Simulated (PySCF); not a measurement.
# Spinor energies of Pm⁴⁹⁺ (promethium, charge +49)

Start: [Ne] 3s2. Calculated with PySCF 2.14 in an uncontracted even-tempered set (18 s from 4.4 bohr⁻², ratio 2.6; 14 p from 5.7 bohr⁻², ratio 2.6; 6 d from 5.8 bohr⁻², ratio 2.8; 4 f from 81 bohr⁻², ratio 2.8): generalised Hartree-Fock with the X2C-1e Hamiltonian and a Gaussian nucleus; spin-orbit coupling (SO) screened by Boettger's factors.

```csv
spinor shell,electrons,"ε, screened SO (eV)",weight of nominal j (screened SO),"rms radius, screened SO (bohr)"
1s1/2,2,-48938.4,1.000,0.0264
2s1/2,2,-10816.0,1.000,0.105
2p1/2,2,-10442.8,1.000,0.0899
2p3/2,4,-9859.8,1.000,0.0956
3s1/2,2,-4372.9,1.000,0.250
```

| quantity | screened SO |
| --- | --- |
| E (hartree) | -7569.95935 |
| M_J | 0 |
| ⟨J²⟩ | 0.000 |
| ⟨L²⟩ | 0.014 |
| ⟨S²⟩ | 0.014 |

Breit and QED terms are absent; they matter most for the inner s and p1/2 levels.

Densities and radii are taken from the X2C orbitals without a picture-change correction, which distorts them close to the nucleus.
